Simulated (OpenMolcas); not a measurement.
**Eu³⁺: terms and fine structure**

```
Program             : OpenMolcas 26.06
Method              : MS-CASPT2, IPEA 0.25 Eh, imaginary shift 0.1 Eh (closed shells correlated: 5s 5p)
Basis               : ANO-RCC-VQZP [9s8p6d4f3g2h]
Scalar Hamiltonian  : DKH2, point nucleus
Active space        : 6 electrons in 7 orbitals (4f)
State averaging     : 2S+1 = 7 even, 7 roots; 2S+1 = 5 even, 140 roots (105 in the spin-orbit step); 2S+1 = 3 even, 259 roots kept (CI in the orbitals of an earlier block, 141 in the spin-orbit step); 2S+1 = 1 even, 134 roots kept (CI in the orbitals of an earlier block, 47 in the spin-orbit step)
Spin-orbit coupling : state interaction with AMFI integrals over the reference wave functions, term energies averaged over their components
```

With spin-orbit coupling, above the lowest level:

| Configuration | Term | J | E (cm-1) | g | Term weight % | Second |
| --- | --- | --- | --- | --- | --- | --- |
| 4f6 | 7F | 0 | 0.0 |  | 92 | 7 5D(1) |
| 4f6 | 7F | 1 | 427 | 1.500 | 94 | 5 5D(1) |
| 4f6 | 7F | 2 | 1171 | 1.499 | 96 | 3 5D(1) |
| 4f6 | 7F | 3 | 2120 | 1.498 | 97 |  |
| 4f6 | 7F | 4 | 3190 | 1.497 | 98 |  |
| 4f6 | 7F | 5 | 4330 | 1.496 | 98 |  |
| 4f6 | 7F | 6 | 5500 | 1.495 | 96 | 4 5G(1) |
| 4f6 | 5D(1) | 0 | 17050 |  | 80 | 13 3P |
| 4f6 | 5D(1) | 1 | 18770 | 1.495 | 87 | 7 3P |
| 4f6 | 5D(1) | 2 | 21340 | 1.494 | 93 | 3 7F |
| 4f6 | 5D(1) | 3 | 24400 | 1.491 | 95 | 2 5F |
| 4f6 | 5L | 6 | 27460 | 0.732 | 92 | 6 3K(1) |
| 4f6 | 5G(1) | 2 | 27780 | 0.353 | 93 | 5 3F |
| 4f6 | 5D(1) | 4 | 27880 | 1.445 | 82 | 10 5G(1) |
| 4f6 | 5G(1) | 3 | 28020 | 0.888 | 87 | 8 5H(1) |
| 4f6 | 5G(1) | 4 | 28310 | 1.157 | 72 | 13 5H(1) |
| 4f6 | 5G(1) | 5 | 28390 | 1.230 | 78 | 16 5H(1) |
| 4f6 | 5G(1) | 6 | 28470 | 1.300 | 75 | 12 5H(1) |
| 4f6 | 5L | 7 | 28530 | 0.918 | 94 | 4 3K(1) |
| 4f6 | 5L | 8 | 29570 | 1.044 | 97 |  |
| 4f6 | 5L | 9 | 30460 | 1.133 | 97 |  |
| 4f6 | 5L | 10 | 31080 | 1.196 | 96 | 4 3M |
| 4f6 | 5H(1) | 3 | 33580 | 0.543 | 89 | 9 5G(1) |
| 4f6 | 5H(1) | 7 | 33700 | 1.261 | 80 | 14 5I |
| 4f6 | 5H(1) | 4 | 34010 | 0.915 | 73 | 15 5G(1) |
| 4f6 | 5H(1) | 6 | 34120 | 1.197 | 65 | 18 5I |
| 4f6 | 5H(1) | 5 | 34170 | 1.094 | 63 | 17 5G(1) |
| 4f6 | 3P | 0 | 34520 |  | 72 | 14 1S |
| 4f6 | 5F | 1 | 36130 | 0.033 | 95 | 3 3D |
| 4f6 | 5F | 2 | 36210 | 0.995 | 89 | 3 3D |
| 4f6 | 5F | 3 | 36420 | 1.236 | 84 | 5 5G(2) |
| 4f6 | 5F | 4 | 36920 | 1.322 | 82 | 8 5G(2) |
| 4f6 | 5F | 5 | 37450 | 1.362 | 85 | 7 5G(2) |
| 4f6 | 5I | 4 | 38000 | 0.645 | 85 | 10 5H(1) |
| 4f6 | 5I | 5 | 38150 | 0.925 | 55 | 19 5H(1) |
| 4f6 | 5I | 8 | 38620 | 1.241 | 92 | 3 5K |
| 4f6 | 5I | 6 | 38710 | 1.079 | 61 | 21 5H(1) |
| 4f6 | 5I | 7 | 39050 | 1.183 | 74 | 16 5H(1) |
| 4f6 | 3P | 1 | 40170 | 1.488 | 88 | 6 5D(1) |
| 4f6 | 5K | 5 | 41080 | 0.731 | 71 | 21 5I |

Spin-orbit coupling puts the lowest level 4316 cm-1 below the lowest spin-free term.

For 7F the intervals divided by the larger J are 427.3, 371.7, 315.6, 267.6, 228.0, 195.3 cm-1. Landé's interval rule makes them equal in pure LS coupling; they differ by 77 % of their mean. The multiplet is regular.

CASPT2 breaks the degeneracy within a term, and the mean is taken; among the terms shown or strongly mixed into the levels shown the widest spread is 240 cm-1 (4f6 5I). Blocks of more than 70 roots (2S+1 = 5 even, 3 even) ran without multistate coupling. High states are left out of the spin-orbit mixing, which shifts the levels that they would mix with. Terms from blocks run as CI alone lack orbitals of their own. The CASPT2 spread within a term exceeds the gap to the next term for 4f6 3P and 4f6 5K, so the order of their levels is uncertain. Only configurations of the active space appear. The first state left out of the spin-orbit step lies near 57000 cm-1 above the lowest spin-free state of the reference (among the parities and spins computed), and the list stops at four fifths of that energy or lower. The table shows the lowest 40 of 51 levels.

The term weight is that of the spin-free term in the level, not the purity of its configuration. A number in round brackets counts repeated terms of one configuration in the order of the reference energies.
